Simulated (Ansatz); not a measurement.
Frontier orbitals of F$_{2}$O$_{2}$W (`[O]=[W](=[O])([F])[F]`).

```xyz
5

O    -1.6564   -0.1987    0.2946
W    -0.0014   -0.0016   -0.0009
O     0.4416   -1.1999   -1.1113
F     0.2854    1.6615   -0.7573
F     0.9308   -0.2613    1.5751
```

Total charge 0; spin multiplicity 1. Correlated methods include outer-core shells of W, which these sets cover unevenly. W takes the def2 core potential. All single points use the PBE0-D4/def2-TZVP geometry. Basis def2-TZVPP, the Gaussian-basis code of Ansatz.

Orbital energies of one run (eV). Highest occupied ones, from the top: -9.13, -10.17, -10.39, -10.67, -11.30, -11.95, -12.55, -13.22, -13.46, -13.48, -14.25, -14.27, -25.88, -26.22. Empty: -2.96, -2.48, -1.42, -1.06, -0.41, -0.25.

(1) Which functional gave them?
A. r2SCANh
B. B97M-V
C. CAM-B3LYP
D. r2SCAN

## Answers

(1) A. HOMO energies: r2SCANh -9.13, r2SCAN -8.51, B97M-V -8.57, CAM-B3LYP -11.26 eV.
